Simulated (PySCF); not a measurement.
Two species compared at the same levels of theory.

First species: C2H11FO2Si3.
InChI=1S/C2H11FO2Si3/c1-4-7-8(3)5-2-6/h8H,2,7H2,1,6H3/t8-/m1/s1

Second species: C3H5F5OSi.
Structure used (GFN2-xTB), in Å, numbered top down from 1:
```xyz
15
C3H5F5OSi angstrom
F     -3.472   -0.578    0.440
C     -2.407    0.089    0.019
F     -2.462    0.151   -1.314
F     -2.504    1.343    0.474
C     -1.074   -0.554    0.479
F     -1.090   -0.628    1.827
F     -1.047   -1.826    0.025
C      0.136    0.243   -0.022
O      1.286   -0.372    0.412
Si     2.836    0.075    0.152
H      0.087    0.276   -1.118
H      0.053    1.264    0.374
H      3.065    1.416    0.697
H      3.478   -1.002    0.877
H      3.111    0.110   -1.286
```

Levels: PBE0/pcSseg-1 for dipole moment, HOMO energy, LUMO energy and HOMO–LUMO gap; GFN2-xTB for rotational constant A and rotational constant C. Geometries: GFN2-xTB. Each species is one conformer at its optimised geometry, gas phase, non-relativistic unless stated. Electronic properties by PySCF.

The conformers computed, where there is a choice (atom-mapped SMILES and torsion angles):
- `[CH3:1][O:2][SiH2:3][Si@H:4]([F:5])[O:6][CH2:7][SiH3:8]`: C1–O2–Si3–Si4 180°, O2–Si3–Si4–F5 -88°, Si3–Si4–O6–C7 165°, Si4–O6–C7–Si8 -164°
- `[F:1][C:2]([F:3])([F:4])[C:5]([F:6])([F:7])[CH2:8][O:9][SiH3:10]`: F1–C2–C5–F6 -57°, C2–C5–C8–O9 180°, C5–C8–O9–Si10 180°

```csv
property,column X,column Y
dipole moment,1.35 D,2.85 D
HOMO energy,-8.07 eV,-8.76 eV
LUMO energy,-0.49 eV,-0.13 eV
HOMO–LUMO gap,7.58 eV,8.63 eV
rotational constant A,2.503 GHz,2.290 GHz
rotational constant C,0.416 GHz,0.558 GHz
```

Task: Which column belongs to which species?

Result: Column X is the first species and column Y the second. The first has 19 atoms and 90 electrons, the second 15 and 90.

Task: How does each property change from the first species to the second?

Result: dipole moment +1.50 D; HOMO energy -0.69 eV; LUMO energy +0.36 eV; HOMO–LUMO gap +1.05 eV; rotational constant A -0.213 GHz; rotational constant C +0.142 GHz.

On the first: The dipole equals about 4.5 × 10⁻³⁰ C·m (1 D = 3.33564 × 10⁻³⁰ C·m).

On the second: In atomic units the dipole is 1.12 e·bohr (1 au = 2.5417 D).
